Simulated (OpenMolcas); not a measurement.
Au3+: moving the ligands

Au3+ with 6 ligands (water) in octahedral coordination (Th) at 2.21 Å. Ligand basis ANO-RCC-VDZP.

| Property | Result |
| --- | --- |
| Program | OpenMolcas |
| Method | SS-CASPT2, IPEA 0.25 Eh, imaginary shift 0.1 Eh (closed shells correlated: 5s 5p and the ligand valence shells) |
| Basis | ANO-RCC-VTZP [8s7p5d3f1g] |
| Scalar Hamiltonian | DKH2, point nucleus |
| Active space | 8 electrons in 5 orbitals (5d) |
| State averaging | 2S+1 = 3 even, 10 roots; 2S+1 = 1 even, 15 roots |
| Spin-orbit coupling | RASSI with atomic mean-field integrals over the reference wave functions |

Runs around this geometry, states (labels of O, taken over from Oh, the nearest higher group). Energies in cm-1 above the lowest state or level, χT in cm3 K/mol.

| R (Å) | Ground state | First state of that spin | First gap with spin-orbit (degeneracies) | χT at 300 K | First state of another spin |
| --- | --- | --- | --- | --- | --- |
| 2.15 | 3A2 | 3T2 22490 | 5560 (3, 2) | 1.527 | 1E 6030 |
| 2.21 | 3A2 | 3T2 18960 | 5270 (3, 2) | 1.618 | 1E 5830 |
| 2.31 | 3A2 | 3T2 15800 | 4800 (3, 2) | 1.721 | 1E 5420 |

Taking the first state of the same spin as R^-n, n = -ln(15800 / 22490) / ln(2.31 / 2.15) = 4.9 between the shortest and longest distance.

Roots that are degenerate in the reference are averaged as groups; the widest CASPT2 spread within a group is 1700 cm-1 (the 3-fold group of multiplicity 1 near 29300 cm-1 above the lowest state of its run, R = 2.15). Shifts and gaps below about the spread of the groups concerned are not significant. Over all roots computed the reference weight is 0.65 to 0.69 in R = 2.15, 0.64 to 0.69 in R = 2.21, 0.63 to 0.68 in R = 2.31; the roots of lowest weight are the least certain, and an intruder state may touch them. Real 4d8 and 5d8 ions are as a rule square planar and diamagnetic. Ligand-to-metal charge-transfer states are missing. With no ligand orbital active B as a rule stays too high, so bands that hang on it stand too high and its fall with covalency is understated. With one d shell and no ligand orbital active, 10Dq can be off by a tenth or more. The least metal-like active orbital is 78 % on the metal (Löwdin) and no ligand orbital is active, so the numbers are rough (holds for R = 2.15). The least metal-like active orbital is 80 % on the metal (Löwdin) and no ligand orbital is active, so the numbers are rough (holds for R = 2.21). The least metal-like active orbital is 81 % on the metal (Löwdin) and no ligand orbital is active, so the numbers are rough (holds for R = 2.31). No measured value stands beside these numbers; the geometry was imposed, not optimised, and the real ion may take another.
